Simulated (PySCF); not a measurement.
Point groups of optimised structures. Computed with PySCF, PBE0-D3(BJ)/def2-SVP geometry optimisation, gas phase. The symmetry is that of the one conformer found, every atom within 0.08 Å of its image; none is proved a minimum here.

**Question.** What symmetry has `[H]/[N:9]=[CH:8]\[c:7]1[cH:6][cH:5][c:4]([CH:2]([CH3:1])[CH3:3])[se:10]1` with C1–C2–C4–C5 117°, C6–C7–C8–N9 180°?

**Answer.** Cs; asymmetric top; symmetry number 1; 2 operations, which sort the 21 atoms into 17 sets; dipole 3.86 D, in the ab plane, which is the mirror; A, B, C = 2195, 648.3, 561.1 MHz; heavy atoms equivalent by symmetry: C1/C3.

**Question.** `[OH:1][SiH:2]1[NH:3][SiH2:4][NH:5]1` with H–O1–Si2–N3 50°: symmetry, top, dipole?

**Answer.** Cs; asymmetric top; symmetry number 1; 2 operations, which sort the 11 atoms into 9 sets; dipole 1.20 D, in the ac plane, which is the mirror; A, B, C = 7352, 2365, 2069 MHz; heavy atoms equivalent by symmetry: N3/N5.

**Question.** Point group, rotor type and polarity of `[CH3:1][O:2][CH2:3][c:4]1[cH:5][n:6][o:7][cH:8]1` with C1–O2–C3–C4 -73°, O2–C3–C4–C5 147°?

**Answer.** C1; near-prolate asymmetric top; symmetry number 1; this conformer is chiral (no improper operation); dipole 2.57 D.
